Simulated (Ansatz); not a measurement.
```xyz
6

C    -0.0024   -0.0580   -0.6134
O    -0.0816   -0.1087    0.7590
H    -0.0032   -1.0862   -1.0711
H    -0.8793    0.4943   -0.9715
H     0.8440    0.4093   -1.1171
H     0.0413    0.8348    1.0592
```

Basis set: cc-pVDZ (spherical functions). Frozen core: 2 orbitals. Charge 0, multiplicity 1.

Computed with Ansatz (development build ahead of 0.2.0); each method stands on the lowest determinant of its kind that the runs found. Restricted open shells among the atoms or ions are ROHF, correlated in semicanonical orbitals with singles.

The atomization energy at this shape (free ground-state atoms in the same class of orbitals less the molecule, no zero-point energy) of singlet CH4O:

| method | atomization energy |
| --- | --- |
| RHF-MP2 | 1972.9 kJ/mol |

Problem. What does RHF give?

Solution. 1505.1 kJ/mol. Caution: the shape is not the minimum.
